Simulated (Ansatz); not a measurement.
Program: Ansatz. Geometries: PBE0-D4/def2-TZVP. ΔE: electronic, gas phase. CCSD(T)/CBS is the MP2 limit (def2-TZVPP, def2-QZVPP) plus CCSD(T) − MP2 in def2-TZVPP, frozen cores. DFT in def2-TZVPP. HSE06 is defined as in plane-wave codes. One conformer a species, not always the lowest.

Reaction (ligand exchange at a B–C bond): `BCB(O)F` + `OCF` → `BOCF` + `CB(O)F`

```json
{"level": "BLYP-D4", "ΔE (eV)": "-1.36"}
{"level": "HSE06-D4", "ΔE (eV)": "-1.27"}
{"level": "ωB97M-V", "ΔE (eV)": "-1.32"}
{"level": "PBE-QIDH", "ΔE (eV)": "-1.30"}
{"level": "revPBE", "ΔE (eV)": "-1.26"}
{"level": "CAM-B3LYP", "ΔE (eV)": "-1.41"}
{"level": "HF/def2-SVP", "ΔE (eV)": "-1.48"}
{"level": "CCSD/def2-TZVPP", "ΔE (eV)": "-1.35"}
```

Q: What does CCSD(T)/CBS give? (Estimate.)

A: Computed: -1.32 eV. The listed levels differ from it by -0.04, 0.05, 0.00, 0.02, 0.06, -0.09, -0.16, -0.03 eV.

Largest T1 diagnostic among the species: 0.013.

At CCSD(T), def2-SVP lies −0.16 eV from the extrapolated value and def2-TZVPP −0.02 eV. In def2-TZVPP, CCSD(T) changes the Hartree–Fock value by +0.09 eV (the triples alone add +0.01 eV) and MP2 by +0.09 eV.
